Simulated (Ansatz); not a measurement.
`C[CH2][Sn]([OH])([Br])[N](C)C` at its PBE0-D4/def2-TZVP geometry, where that method's forces vanish. Charge 0, multiplicity 1. Sn: def2 effective core potential.

```xyz
20

C     2.6557    0.6578   -1.7501
C     1.8973    0.6385   -0.4316
Sn   -0.0961   -0.0709   -0.6677
O     0.0226   -1.9312   -1.3025
Br   -1.3285    1.1054   -2.4822
N    -1.2504    0.1302    0.9640
C    -2.6584   -0.1771    0.8867
C    -0.6693   -0.2045    2.2431
H     3.6780    1.0158   -1.6008
H     2.1782    1.3159   -2.4793
H     2.7140   -0.3387   -2.1924
H     2.3734   -0.0242    0.2954
H     1.8318    1.6309    0.0188
H    -0.6692   -2.1603   -1.9282
H    -3.0649    0.1220   -0.0821
H    -2.8788   -1.2455    1.0387
H    -3.2042    0.3830    1.6574
H     0.3914    0.0620    2.2741
H    -1.1668    0.3632    3.0406
H    -0.7561   -1.2726    2.4981
```

(1) What forces (eV/Å) does PBE-D4/def2-TZVPP give on these atoms in Ansatz 0.2.0? (An estimate is asked.)

Results:

(1) Computed: 
```
C1  -0.022 -0.007  0.000
C2   0.147  0.041  0.010
Sn3  0.079  0.251 -0.046
O4   0.422 -0.489  0.118
Br5 -0.164  0.170 -0.238
N6  -0.111  0.240  0.153
C7  -0.074 -0.026 -0.045
C8   0.075 -0.027  0.050
H9   0.206  0.071  0.024
H10 -0.085  0.124 -0.150
H11  0.019 -0.187 -0.097
H12  0.078 -0.128  0.149
H13 -0.032  0.182  0.094
H14 -0.349 -0.093 -0.304
H15 -0.087  0.057 -0.197
H16 -0.073 -0.230  0.037
H17 -0.120  0.115  0.167
H18  0.213  0.049  0.013
H19 -0.107  0.117  0.178
H20 -0.015 -0.232  0.083
```
